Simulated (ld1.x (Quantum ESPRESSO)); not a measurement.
**vanadium: variants of one TM potential**

Base potential:

ld1.x (Quantum ESPRESSO) 7.5 input, shortened:

```
&input
   title='V', zed=23., rel=1, dft='WC', iswitch=3,
   config='[Ar] 3d3 4s2 4p0'
 /
 &inputp
   pseudotype=2, tm=.true., lloc=2,
   nlcc=.true., rcore=1.95
 /
3
4S  1  0   2.00   0.00  2.25  2.25  0.0
4P  2  1   0.00   0.00  2.90  2.90  0.0
3D  3  2   3.00   0.00  2.25  2.25  0.0
 &test
   configts(1)='3d3 4s2 4p0'
 /
```

Cutoffs, loose and tight: the cutoffs (Ry, on a coarse ladder) from which the occupation-weighted sum of valence levels, in a spherical-Bessel basis at the reference potential, stays within 10 and 1 mRy of its value at 400 Ry. They do not see the model core or the augmentation charge, which bear on the density cutoff. Test errors are all-electron minus pseudo excitation energies from the reference, over the configurations 3d3 4s1 4p0; 3d3 4s0 4p0; 3d2 4s0 4p0; 3d3 4s1.5 4p0; 3d4 4s0 4p0; 3d4 4s1 4p0; 3d3 4s0 4p2. A dash means not determined; rows that change the core or the reference have their own tests. The largest error is taken over the tests solved by every variant that gives reliable tests at all: 3d2 4s0 4p0; 3d3 4s0 4p0; 3d3 4s1 4p0; 3d3 4s1.5 4p0; 3d4 4s0 4p0; 3d4 4s1 4p0.

A true bound ghost makes a file unfit for plane-wave use even where its test errors are small: the radial tests pick states by their node count and pass the ghost by. Where a test does run into it, the solver fails or the error is huge.

| change | outcome | cutoff, loose | cutoff, tight | bound ghosts | largest test error (meV) |
| --- | --- | --- | --- | --- | --- |
| base | generated | 50 Ry | 55 Ry | s, p | -259 |
| type PAW; waves now 4s (bound): rcut 1.95, rcutus 2.25 bohr; 4s channel at 1 Ry: rcut 1.95, rcutus 2.25 bohr; 4p (bound): rcut 2.50, rcutus 2.90 bohr; 4p channel at 2.55 Ry: rcut 2.50, rcutus 2.90 bohr; 3d (bound): rcut 1.95, rcutus 2.25 bohr; 3d channel at -0.1 Ry: rcut 1.95, rcutus 2.25 bohr; local potential all-electron potential smoothed inside 2.15 bohr (lloc = -2); augmentation PSQ, radius 2.10 bohr | failed: new_paw_hamiltonian: negative rho | – | – | – | – |
| all radii but the core radius scaled by about 1.12 (s 2.52, p 3.26, d 2.52 bohr) | generated | 40 Ry | 50 Ry | s | -205 |
| wave 4p (bound): rc 2.90 bohr becomes 4p (bound): rc 2.64 bohr | generated | 50 Ry | 55 Ry | s, p | -259 |
| local potential the s channel | generated | 50 Ry | 55 Ry | none | -325 |
| reference 3d3.5 4s1.5 4p0 | generated | 50 Ry | 55 Ry | s, p | -80 over the solved tests; 3 of 7 tests not solved or not reliable |
| core correction a·sin(br)/r model core inside 1.90 bohr | generated | 50 Ry | 55 Ry | s, p | -264 |
| functional PBE | generated | 50 Ry | 55 Ry | s, p | -145 |
| wave 4s (bound): rc 2.25 bohr becomes 4s (bound): rc 2.38 bohr | generated | 50 Ry | 55 Ry | s, p | -249 |
